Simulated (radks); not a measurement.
Results of a calculation; reference values are marked as such.
Polarisability of the copper ion Cu+, [Ar] 3d10, at imaginary frequency. Code: a radial shooting solver on a logarithmic mesh with Libxc functionals. Model: scalar-relativistic Kohn-Sham, exchange-only LDA, spin-polarised, spherical densities, finite nucleus; Fermi nuclear charge, rms radius 3.8823 fm. Response by self-consistent Sternheimer equations with the Hartree and adiabatic exchange-only LDA kernel, the relativistic mass of each level held fixed and spin-orbit coupling left out.

| w (hartree) | alpha1(iw) (bohr^3) | alpha2(iw) (bohr^5) |
|---|---|---|
| 0.00266 | 8.906 | 90.37 |
| 0.0143 | 8.891 | 86.95 |
| 0.0360 | 8.812 | 72.80 |
| 0.0697 | 8.569 | 51.68 |
| 0.118 | 8.033 | 36.00 |
| 0.186 | 7.135 | 27.22 |
| 0.280 | 5.972 | 21.82 |
| 0.413 | 4.758 | 17.49 |
| 0.605 | 3.644 | 13.43 |
| 0.892 | 2.669 | 9.610 |
| 1.35 | 1.831 | 6.257 |
| 2.12 | 1.136 | 3.590 |
| 3.59 | 0.5999 | 1.719 |
| 6.94 | 0.2383 | 0.6097 |
| 17.5 | 0.05337 | 0.1179 |

Static values: alpha1 = 8.906 bohr^3 (1.320 angstrom^3; uncoupled 12.46), alpha2 = 90.50 bohr^5, alpha3 = 403.3 bohr^7. C6 = 30.72, C8 = 704.4, triple-dipole C9 = 175.0 atomic units. One-pole (London) frequency 4 C6 / (3 alpha1^2) = 0.516 hartree, against 0.464 for minus the highest occupied eigenvalue.
